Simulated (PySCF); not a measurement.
H4OSeSi.

```xyz
7

Si    -1.1860     0.0144     0.3692
O     -1.4229     1.6234     0.7157
Se     0.9153    -0.4190    -0.3738
H     -1.4742    -0.7055     1.6311
H     -2.0447    -0.4740    -0.7457
H     -1.1552     2.2533     0.0377
H      1.5399    -0.0166     0.8911
```
Charge 0, spin multiplicity 1.

Coordinates come from a ωB97X-D3(BJ)/def2-SVP optimisation. Other conformers were not sampled.

These are PySCF with KT2/pcSseg-1 values and carry that method's errors. Non-relativistic, no solvent.

Computed absolute GIAO shielding of each atom: isotropic value and principal components (ppm):
| atom | σ(iso) | σ11 | σ22 | σ33 | span |
|---|---|---|---|---|---|
| Si1 | 369.2 | 288.2 | 371.1 | 448.3 | 160.1 |
| O2 | 269.8 | 227.3 | 263.3 | 318.8 | 91.5 |
| Se3 | 2029.1 | 1757.8 | 2031.5 | 2297.9 | 540.1 |
| H4 | 25.5 | 21.0 | 24.4 | 31.3 | 10.3 |
| H5 | 25.5 | 21.0 | 24.2 | 31.3 | 10.3 |
| H6 | 30.4 | 23.3 | 27.1 | 40.8 | 17.5 |
| H7 | 30.3 | 21.6 | 25.4 | 44.1 | 22.5 |
